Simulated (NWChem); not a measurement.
System: GaHClF; SMILES [F][GaH][Cl]

Here is an NWChem input.

```
start job
memory heap 200 mb stack 900 mb global 1100 mb
geometry units angstroms noautoz
  Ga    -0.346209    -0.465674     0.001885
  H     -1.806112    -0.969023     0.008167
  F      0.989508    -1.588975    -0.000904
  Cl     0.256866     1.578723    -0.000338
end
basis spherical
  Ga library aug-cc-pvdz
  H library aug-cc-pvdz
  F library aug-cc-pvdz
  Cl library aug-cc-pvdz
end
dft
  xc m06-2x
  iterations 150
  vectors input atomic output neutral.movecs
end
task dft energy
charge 1
dft
  odft
  mult 2
  vectors input atomic output cation.movecs
end
task dft energy
charge -1
dft
  odft
  mult 2
  vectors input atomic output anion.movecs
end
task dft energy
```

Output (shortened):

```
             Northwest Computational Chemistry Package (NWChem) 7.3.0
             --------------------------------------------------------

 CS  symmetry detected

                             Geometry "geometry" -> ""
                             -------------------------

 Output coordinates in angstroms (scale by  1.889725989 to convert to a.u.)

  No.       Tag          Charge          X              Y              Z
 ---- ---------------- ---------- -------------- -------------- --------------
    1 Ga                  31.0000    -0.36820180    -0.40799589     0.00000000
    2 H                    1.0000    -1.83914904    -0.87812897     0.00000000
    3 F                    9.0000     0.94171629    -1.56128136     0.00000000
    4 Cl                  17.0000     0.28105636     1.62220787     0.00000000

 Effective nuclear repulsion energy (a.u.)     255.3631943811

      Symmetry information
      --------------------

 Group name             Cs
 Group number              2
 Group order               2
 No. of unique centers     4

                                 NWChem DFT Module
                                 -----------------

 Summary of "ao basis" -> "ao basis" (spherical)
 ------------------------------------------------------------------------------
       Tag                 Description            Shells   Functions and Types
 ---------------- ------------------------------  ------  ---------------------
 Ga                       aug-cc-pvdz               14       36   6s5p3d
 H                        aug-cc-pvdz                5        9   3s2p
 F                        aug-cc-pvdz                9       23   4s3p2d
 Cl                       aug-cc-pvdz               11       27   5s4p2d

      Symmetry analysis of basis
      --------------------------

        a'         67
        a"         28

            General Information
            -------------------
          SCF calculation type: DFT
          Wavefunction type:  closed shell.
          No. of atoms     :     4
          No. of electrons :    58
           Alpha electrons :    29
            Beta electrons :    29
          Charge           :     0
          Spin multiplicity:     1
          Use of symmetry is: on ; symmetry adaption is: on
          Maximum number of iterations: 150
          AO basis - number of functions:    95
                     number of shells:    39
          Convergence on energy requested:  1.00D-06
          Convergence on density requested:  1.00D-05
          Convergence on gradient requested:  5.00D-04

              XC Information
              --------------
                       M06-2X Method XC Functional
                     Hartree-Fock (Exact) Exchange  0.540
                        M06-2X Exchange Functional  1.000
                      M06-2X Correlation Potential  1.000

             Grid Information
             ----------------
          Grid used for XC integration:  medium
          Radial quadrature: Mura-Knowles
          Angular quadrature: Lebedev.
          Tag              B.-S. Rad. Rad. Pts. Rad. Cut. Ang. Pts.
          ---              ---------- --------- --------- ---------
          Ga                  1.30      112          13.0       590
          H                   0.35       45          13.0       434
          F                   0.50       49          12.0       434
          Cl                  1.00       88          14.0       590
          Grid pruning is: on
          Number of quadrature shells:   294
          Spatial weights used:  Erf1

      Superposition of Atomic Density Guess
      -------------------------------------

 Sum of atomic energies:       -2482.55830373

      Non-variational initial energy
      ------------------------------

 Total energy =   -2482.808774
 1-e energy   =   -3967.776705
 2-e energy   =    1229.604737
 HOMO         =      -0.423987
 LUMO         =      -0.014926

      Symmetry analysis of molecular orbitals - initial
      -------------------------------------------------

  Numbering of irreducible representations:

     1 a'          2 a"

  Orbital symmetries:

     1 a'          2 a'          3 a'          4 a'          5 a'
     6 a"          7 a'          8 a'          9 a'         10 a'
    11 a"         12 a'         13 a'         14 a'         15 a"
    16 a'         17 a'         18 a'         19 a"         20 a'
    21 a"         22 a'         23 a'         24 a'         25 a"
    26 a'         27 a'         28 a"         29 a'         30 a'
    31 a"         32 a'         33 a'         34 a'         35 a"
    36 a'         37 a'         38 a'         39 a'

   convergence    iter        energy       DeltaE   RMS-Dens  Diis-err
 ---------------- ----- ----------------- --------- --------- ---------
 d= 0,ls=0.0,diis     1  -2485.4521710018 -2.74D+03  1.07D-02  6.18D-01
 d= 0,ls=0.0,diis     2  -2485.4232796867  2.89D-02  4.77D-03  1.20D+00
 d= 0,ls=0.0,diis     3  -2485.5281240842 -1.05D-01  9.02D-04  5.73D-03
 d= 0,ls=0.0,diis     4  -2485.5286916566 -5.68D-04  3.16D-04  1.60D-03
 d= 0,ls=0.0,diis     5  -2485.5289290905 -2.37D-04  6.01D-05  2.82D-05
  Resetting Diis
 d= 0,ls=0.0,diis     6  -2485.5289337183 -4.63D-06  1.38D-05  1.04D-06
 d= 0,ls=0.0,diis     7  -2485.5289339340 -2.16D-07  3.25D-06  8.07D-08

         Total DFT energy =    -2485.528933933970
      One electron energy =    -3968.036552745199
           Coulomb energy =     1341.341645620148
    Exchange-Corr. energy =     -114.197221189985
 Nuclear repulsion energy =      255.363194381067

 Numeric. integr. density =       58.000014286135

                  Occupations of the irreducible representations
                  ----------------------------------------------

                     irrep           alpha         beta
                     --------     --------     --------
                     a'               22.0         22.0
                     a"                7.0          7.0

[...]
```

Level: M06-2X/aug-cc-pVDZ, vertical spin-unrestricted ions. Geometry: optimised at PBE0/def2-SVP.
